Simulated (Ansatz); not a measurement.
`C/C=C/I` + H₂O → `C/C=C/O` + HI at 700 K and 1 bar (formal hydrolysis of a C–I bond).

Computed with Ansatz on PBE0-D4/def2-TZVP structures; ΔE is electronic, products minus reactants. CCSD(T)/CBS adds triple-zeta CCSD(T) − MP2 to the extrapolated MP2 energy (def2 sets, frozen cores). This one scheme is used for every species. Double bonds are as drawn, so ΔE can hold a change between cis and trans. def2 core potentials past Kr. For I outer-core shells are correlated without core-valence functions, which leaves a few kJ/mol of doubt a bond. Each species was taken in one conformer, which may not be the lowest.

```
  species  CCSD(T)/CBS energy (Eh)  H − E (kJ/mol)  S (J/(mol·K))
`C/C=C/I`               -414.58441           243.2          405.2
      H₂O                -76.37941            80.5          218.4
`C/C=C/O`               -192.91632           284.2          381.1
       HI               -298.03592            34.6          231.7
```

H − E and S are ideal-gas, rigid-rotor, harmonic terms from PBE0-D4/def2-TZVP, for one conformer and one mirror image of each species. 1 Eh = 2625.50 kJ/mol, R = 8.31446 J/(mol·K).

Problem. By hand: ΔE, ΔH, ΔS and ΔG.

Solution. ΔE = (-192.91632) + (-298.03592) − (-414.58441) − (-76.37941) = 0.01158 Eh = 30.4 kJ/mol. Δ(H − E) = 284.2 + 34.6 − 243.2 − 80.5 = -4.9, so ΔH = 25.5 kJ/mol. ΔS = 381.1 + 231.7 − 405.2 − 218.4 = -10.8 J/(mol·K). ΔG = 25.5 − 700 × (-10.8)/1000 = 33.1 kJ/mol.

Problem. By hand: the equilibrium constant, and the temperature at which ΔG would vanish if ΔH and ΔS stayed fixed.

Solution. log₁₀ K = −ΔG/(RT ln 10) = -2.5. ΔH and −TΔS have one sign here, so there is no such temperature.

The number of gas molecules stays the same, so ΔS is small and ΔH decides. A doubt of 5 kJ/mol in ΔE shifts log₁₀ K by 0.4 here. Other conformers and mirror images would add mixing entropy, several J/(mol·K) or more a flexible species. These are equilibria of isolated gas molecules and say nothing of rates. Largest T1 diagnostic: 0.011 (customary marks: 0.02 for closed shells, 0.045 for open ones).

ΔS is within the doubt of such terms, so its sign, and with it that verdict, could turn.
